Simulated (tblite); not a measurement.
Compound: C6H8F2O.
Atom-mapped SMILES: `[CH3:1][O:2][CH2:3][C@@H:4]([F:5])[C:6]1=[CH:7][C@@H:8]1[F:9]` (hydrogens: H10, H11, H12 on C1; H13, H14 on C3; H15 on C4; H16 on C7; H17 on C8)

The geometry is computed with GFN2-xTB (gas phase).

(1) What internal coordinates does the optimisation give?

Answers

(1) 
| bond | length (pm) |
| --- | --- |
| C1–O2 | 141.2 |
| O2–C3 | 139.6 |
| C3–C4 | 155.0 |
| C4–F5 | 138.1 |
| C4–C6 | 146.6 |
| C6=C7 | 131.0 |
| C7–C8 | 148.0 |
| C8–F9 | 138.6 |
| C6–C8 | 148.2 |
| C1–H10, C1–H11, C1–H12 | 109.3 |
| C3–H13 | 109.3 |
| C3–H14 | 110.1 |
| C4–H15 | 110.0 |
| C7–H16 | 106.1 |
| C8–H17 | 108.2 |

Bonds in one row agree within 1 pm and their mean is given. A selection of angles:
| angle | degrees |
| --- | --- |
| C1–O2–C3 | 115.0 |
| O2–C3–C4 | 114.0 |
| C3–C4–F5 | 107.6 |
| C3–C4–C6 | 111.3 |
| F5–C4–C6 | 110.8 |
| C4–C6–C7 | 152.9 |
| C4–C6–C8 | 143.5 |
| C7–C6–C8 | 63.7 |
| C6–C7–C8 | 63.8 |
| C7–C8–F9 | 118.6 |
| C6–C8–C7 | 52.5 |
| C6–C8–F9 | 117.8 |

Dihedral angles: C1–O2–C3–C4 -69° (synclinal); O2–C3–C4–F5 -172° (antiperiplanar); C3–C4–C6–C7 -115° (anticlinal); C4–C6–C7–C8 -179° (antiperiplanar); C6–C7–C8–F9 105° (anticlinal); C4–C6–C8–C7 179° (antiperiplanar).

The 3-membered ring C6–C7–C8 has internal angles of 52.5° to 63.8°. The C–C distances run from 1.310 Å (C6=C7, drawn double) to 1.550 Å (C3–C4, drawn single), a spread of 0.240 Å. Of the pairs four or more bonds apart, C4···H11 is among the closest relative to their van der Waals radii: 2.85 Å, 98 % of the sum of Bondi's values.

Point group: C1 (no symmetry element, even within 0.4 Å). Its GFN2-xTB frequencies are all real (lowest 35 cm⁻¹). The numbers are those of one conformer. 3 starts were optimised and ended at 0.00, 0.89 and 4.17 kcal/mol (GFN2-xTB); the lowest of these is shown.
